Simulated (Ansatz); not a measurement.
C2BrClF2, SMILES `F/C(Cl)=C(/F)Br`, 6 atoms. Charge 0, multiplicity 1. Correlated methods include outer-core shells of Br, which these sets cover unevenly. Scalar relativity is left out up to krypton. All runs use 4 threads of an Arm Neoverse V1 on a shared host. Correlated methods freeze the cores.

**Question.** How many basis functions does each run have, and how long does it take in Ansatz? RKS ωB97X-V/def2-TZVPP energy; RKS PBE0-D4/def2-SVP energy; RKS revPBE-D4/def2-TZVPP energy; RHF-CCSD(T)/def2-TZVPP energy; direct RPA on PBE orbitals/def2-TZVPP energy; RKS PBE-QIDH (frozen core)/def2-TZVPP energy; RHF-MP2/def2-QZVPP energy; RKS ωB97M-V/def2-QZVPP energy; RKS PBE0-D4/def2-QZVPP energy; RKS PBE0-D4/def2-TZVP relaxation (6 steps); RKS PBE0-D4/def2-TZVP frequencies; RKS PBE-D4/def2-TZVPP energy and forces. (Estimate.)

**Answer.** Ansatz gave: Other jobs shared the machine, so times are rough.

| level | job | functions | wall time | peak host memory (GiB) |
| --- | --- | --- | --- | --- |
| RKS PBE0-D4/def2-SVP | energy | 106 | 1.4 s | 0.24 |
| RKS revPBE-D4/def2-TZVPP | energy | 214 | 2.2 s | 0.28 |
| RKS PBE-D4/def2-TZVPP | energy and forces | 214 | 2.6 s | 0.28 |
| direct RPA on PBE orbitals/def2-TZVPP | energy | 214 | 6 s | 0.49 |
| RKS PBE-QIDH (frozen core)/def2-TZVPP | energy | 214 | 6.5 s | 0.59 |
| RKS ωB97X-V/def2-TZVPP | energy | 214 | 8 s | 0.8 |
| RKS PBE0-D4/def2-QZVPP | energy | 387 | 12 s | 1.5 |
| RKS ωB97M-V/def2-QZVPP | energy | 387 | 21 s | 1.7 |
| RHF-MP2/def2-QZVPP | energy | 387 | 32 s | 2.1 |
| RKS PBE0-D4/def2-TZVP | relaxation (6 steps) | 209 | 35 s | 0.65 |
| RKS PBE0-D4/def2-TZVP | frequencies | 209 | 2.2 min | 0.65 |
| RHF-CCSD(T)/def2-TZVPP | energy | 214 | 3.6 min | 3.5 |
